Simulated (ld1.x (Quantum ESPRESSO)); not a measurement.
Pd (Z = 46), PAW: configuration errors across variants

ld1.x (Quantum ESPRESSO) 7.5 input, shortened:

```
&input
   title='Pd', zed=46., rel=1, dft='PBESOL', iswitch=3,
   config='[Kr] 4d9 5s1 5p0'
 /
 &inputp
   pseudotype=3, lpaw=.true., tm=.true., lloc=-1, rcloc=3.10,
   nlcc=.true., rcore=0.75,
   which_augfun='PSQ', rmatch_augfun_nc=.true.
 /
6
5S  1  0   1.00   0.00  1.80  2.25  0.0
5S  1  0   0.00   1.65  1.80  2.25  0.0
5P  2  1   0.00   0.00  3.25  4.10  0.0
5P  2  1   0.00   1.20  3.25  4.10  0.0
4D  3  2   9.00   0.00  1.20  1.40  0.0
4D  3  2   0.00   0.40  1.20  1.40  0.0
 &test
   configts(1)='4d9 5s1 5p0'
 /
```

All-electron excitation energies from the reference (eV): (1) 4d10 5s0 5p0 -1.511; (2) 4d9 5s0 5p0 7.609; (3) 4d8 5s0 5p0 28.427; (4) 4d6 5s0 5p0 112.099; (5) 4d9.5 5s0 5p0 1.725; (6) 4d9 5s0 5p1 3.801; (7) 4d7 5s0 5p0 62.775.

The overlap operator is not positive definite (basis up to 400 Ry) in “waves 5p (bound): rcut 3.25, rcutus 4.24 bohr; 5p channel at 1.2 Ry: rcut 3.25, rcutus 4.24 bohr”. Such files are unfit for use, however small their errors in these radial tests.

5 further variants failed, have other tests or another functional or relativity, and are left out.

A true bound ghost makes a file unfit for plane-wave use even where its test errors are small: the radial tests pick states by their node count and pass the ghost by.

Errors AE − PS in meV (a dash: test not solved or not reliable):

```tsv
change	(1)	(2)	(3)	(4)	(5)	(6)	(7)	bound ghosts
base	-27	-4.3	-56	-1137	-15	-1.3	-360	s
augmentation BG, radius 1.10 bohr	-27	-3.9	-57	-1143	-14	-2.1	-362	s
waves 5s (bound): rcut 1.80, rcutus 2.86 bohr; 5s channel at 1.65 Ry: rcut 1.80, rcutus 2.86 bohr	-27	-4.2	-56	-1137	-14	-1.3	-360	none
local potential all-electron potential smoothed inside 3.85 bohr (lloc = -1)	-30	-4.8	-60	-1240	-17	-1.5	-392	none
core correction a·sin(br)/r model core, default radius (ld1.x builds one for every PAW set, though the input has nlcc=.false.)	-26	-1.5	-71	-1189	-12	-0.8	-403	s
waves 5p (bound): rcut 3.25, rcutus 4.24 bohr; 5p channel at 1.2 Ry: rcut 3.25, rcutus 4.24 bohr	-27	-4.3	-56	-1137	-15	-1.6	-360	s (p not tested, overlap not positive)
```

Question: Give the same row for: type TM semilocal; waves now 5p (bound): rc 4.10 bohr; 4d (bound): rc 1.40 bohr; 5s (bound): rc 2.25 bohr; local potential the s channel.

Answer: -46, -15, -39, -896, -31, +0.4, -272; bound ghosts: none.
